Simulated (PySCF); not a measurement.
## Energy of Sc (scandium, neutral) between two integer charges

The 4s beta orbital of [Ar] 3d1 4s2 is emptied in steps (occupation f), with all orbitals relaxed, ending at [Ar] 3d1 4s1. All numbers are calculated (PySCF 2.14, no relativity, point nucleus, in def2-SVP (5s3p2d1f, 31 functions)). The exact energy is a straight line in f; departures are measured from the line between the end points of the same method.

```csv
f,UHF (eV),PBE (eV)
1,0.000,0.000
0.8,0.026,-0.379
0.6,0.035,-0.567
0.4,0.033,-0.557
0.2,0.020,-0.350
0,0.000,0.000
```

```csv
method,E(f=0) − E(f=1) (eV),−ε at f=1 (eV),−ε at f=0.4 (eV)
UHF,5.371,5.547,5.332
PBE,6.241,3.876,6.799
```

Orbital energy along the path (eV):

```tsv
f	UHF	PBE
1	-5.547	-3.876
0.8	-5.456	-4.818
0.6	-5.386	-5.790
0.4	-5.332	-6.799
0.2	-5.288	-7.702
0	-5.252	-8.048
```

Reference removal energy between the ground levels: 6.561 eV (measured; NIST Atomic Spectra Database, ionization energies). The calculation has no spin-orbit coupling. UHF lacks correlation.
